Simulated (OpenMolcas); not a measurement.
**Mn V: Racah parameters, the spin-orbit constant, worked from levels**

* Program: OpenMolcas 26.06
* Basis: ANO-RCC-VTZP [6s5p3d2f1g]
* Scalar Hamiltonian: DKH2, point nucleus
* Active space: 3 electrons in 10 orbitals (3d 4d)
* State averaging: 2S+1 = 4 even, 10 roots; 2S+1 = 2 even, 40 roots
* Spin-orbit coupling: RASSI with atomic mean-field integrals over the reference wave functions, term energies averaged over their components

Methods: CASSCF; MS-CASPT2, IPEA 0.25 Eh, imaginary shift 0.1 Eh (closed shells correlated: 3s 3p). Measured levels: Corliss and Sugar, J. Phys. Chem. Ref. Data 6, 1253 (1977).

**Racah parameters.** Above ⁴F, d3 has ⁴P at 15B, ²G at 4B + 3C and ²H at 9B + 3C. The first two fix B and C, and the third tests them; where it misses by thousands of cm-1, two parameters do not describe the configuration (Trees and configuration-interaction terms are left out) and B and C hang on the terms chosen. Term energies are centres of gravity, weighted by 2J + 1.

```
   Source     ⁴P     ²G     B     C   C/B  ²H from B, C  ²H found
   CASSCF  19570  19831  1305  4871  3.73         26358     26349
MS-CASPT2  16349  17465  1090  4368  4.01         22914     24691
 measured  15975  17354  1065  4365  4.10         22680     24351
```

Energies in cm-1. From CASSCF to MS-CASPT2, B changes by -16.5 % and C by -10.3 %. Against the measured terms, MS-CASPT2 has B off by +2.3 % and C by +0.1 %.

**The spin-orbit constant.** For the Hund term ⁴F of d3, E(J) = (A/2) J(J+1) + constant and ζ = 2S·A = 3A. From J = 3/2 to J = 9/2 the energy changes by 10.5 A.

```tsv
Source	E(9/2) - E(3/2)	A	ζ
CASSCF	1512.8	144.1	432
MS-CASPT2	1514.4	144.2	433
measured	1412.2	134.5	403
```

All in cm-1. MS-CASPT2 is off by +7.2 % and CASSCF by +7.1 %. Both methods take the spin-orbit matrix elements from the reference wave functions, so the second can move ζ only through the term energies and any multistate remixing. Second-order mixing with other terms is absorbed into this ζ.

CASPT2 does not keep the components of a term degenerate, so their means are used; among the terms shown or strongly mixed into the levels shown the widest spread is 1100 cm-1 (3d³ ⁴F, MS-CASPT2). Active for correlation alone: 4d; no level in the range computed is led by a configuration that fills it, so any true level of that kind is missing. Without dynamic correlation excited terms often stand tens of per cent too high (terms of higher spin than the ground term too low), and those without a measured partner can miss by more than the paired ones (holds for CASSCF). Measured partners are found by configuration, term and J. A level has none where our copy of the source lacks it or the pairing is in doubt (some pairs that miss far off the trend of their configuration count as doubtful), and it then counts in no deviation. Levels of configurations outside the active space are missing.
